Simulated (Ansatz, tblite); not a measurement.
Forces on the cluster B₁₀⁺ at its PBE0-D4/def2-SVP geometry. The state is a doublet with charge 1.

The xTB rows come from tblite. At PBE-D4/def2-TZVP the charge 1 doublet is spin-contaminated (final ⟨S²⟩ up to 0.91, 0.75 for a pure state). The geometry of the doublet was relaxed on an unsound state (⟨S²⟩ 1.28, where a pure state has 0.75). Another isomer (doublet) lies 1.05 eV lower at PBE0-D4/def2-TZVP; other spin states weren't run for this one.

GFN1-xTB (tblite), largest force 2.27 eV/Å:

```xyz
10
positions Å, forces eV/Å
B    -0.911    1.014    2.071    0.110    0.346    0.008
B    -0.061    2.089    1.327   -0.220   -0.062    0.302
B    -0.808   -1.339    0.436    0.487   -0.211   -0.630
B    -0.213   -2.036   -0.862    0.011    0.066    0.256
B     0.671    1.956   -0.036    0.241    0.077   -0.434
B     1.007   -0.496   -1.941    0.059    0.148    0.236
B     0.900    0.825   -1.063    0.047   -0.756   -0.233
B     0.770   -2.028   -2.071   -0.780    1.602    1.400
B    -0.133    0.456    0.518    0.228   -0.782   -0.867
B    -1.222   -0.440    1.622   -0.183   -0.428   -0.037
```

GFN2-xTB (tblite), largest force 2.15 eV/Å:

```
B 0.384 -0.060 -0.722
B -0.182 -0.765 -0.218
B 0.471 0.066 -0.707
B 0.361 0.348 0.193
B -0.379 -0.738 0.323
B -0.044 -0.140 0.570
B -0.203 -0.784 -0.114
B -0.868 1.546 1.217
B -0.106 0.039 -0.064
B 0.566 0.488 -0.478
```

PBE-D4/def2-TZVP (Ansatz), largest force 0.87 eV/Å:

```
B 0.044 -0.060 -0.121
B 0.002 -0.114 -0.082
B 0.093 -0.363 -0.360
B 0.112 0.073 0.038
B -0.159 -0.207 0.166
B 0.001 -0.040 0.144
B 0.140 -0.338 -0.406
B -0.326 0.619 0.523
B -0.085 0.218 0.220
B 0.178 0.212 -0.123
```
